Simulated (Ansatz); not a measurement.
Reaction (formal hydrolysis of the Si–F bond): `C[SiH2][SiH](O)F` + H₂O → `C[SiH2][SiH](O)O` + H–F

Calculated with Ansatz (gas phase, PBE0-D4/def2-TZVP geometries, no zero-point term in ΔE). CCSD(T)/CBS is the MP2 limit (def2-TZVPP, def2-QZVPP) plus CCSD(T) − MP2 in def2-TZVPP, frozen cores. This one scheme is used for every species. Functionals use def2-TZVPP. B3LYP here is the variant with VWN-RPA as its local correlation; programs differ in this. One conformer a species, not always the lowest.

| level | ΔE (kJ/mol) | difference from CCSD(T)/CBS |
| --- | --- | --- |
| PBE-D4 | 46.9 | -0.9 |
| r2SCAN-D4 | 50.1 | 2.3 |
| PBE0-D4 | 46.5 | -1.3 |
| B3LYP-D4 | 49.7 | 1.9 |
| ωB97X-V | 49.7 | 1.9 |
| ωB97M-V | 49.1 | 1.3 |
| B2PLYP | 50.3 | 2.5 |
| PBE | 48.9 | 1.1 |
| r2SCAN | 50.7 | 2.9 |
| PBE0 | 48.2 | 0.4 |
| B3LYP | 52.9 | 5.1 |
| HF/def2-TZVPP | 55.2 | 7.4 |
| MP2/def2-TZVPP | 44.8 | -3.0 |
| SCS-MP2/def2-TZVPP | 47.6 | -0.2 |
| CCSD/def2-TZVPP | 47.9 | 0.1 |
| CCSD(T)/def2-TZVPP | 46.6 | -1.2 |
| HF/def2-QZVPP | 56.5 | 8.7 |
| MP2/def2-QZVPP | 46.0 | -1.8 |
| SCS-MP2/def2-QZVPP | 48.7 | 0.9 |
| HF/CBS(def2) | 56.7 | 8.9 |
| MP2/CBS(def2) | 46.1 | -1.7 |
| CCSD/CBS(def2) | 49.2 | 1.4 |
| CCSD(T)/CBS | 47.8 | 0 |

Largest T1 diagnostic among the species: 0.012.

The D4 term adds −3.1 kJ/mol with B3LYP and −1.7 kJ/mol with PBE0; it sums over pairs of atoms, weighted by their polarisabilities, and B3LYP, whose exchange is more repulsive, gets the larger term. In def2-TZVPP, CCSD(T) changes the Hartree–Fock value by −8.6 kJ/mol (the triples alone add −1.4 kJ/mol) and MP2 by −10.4 kJ/mol.
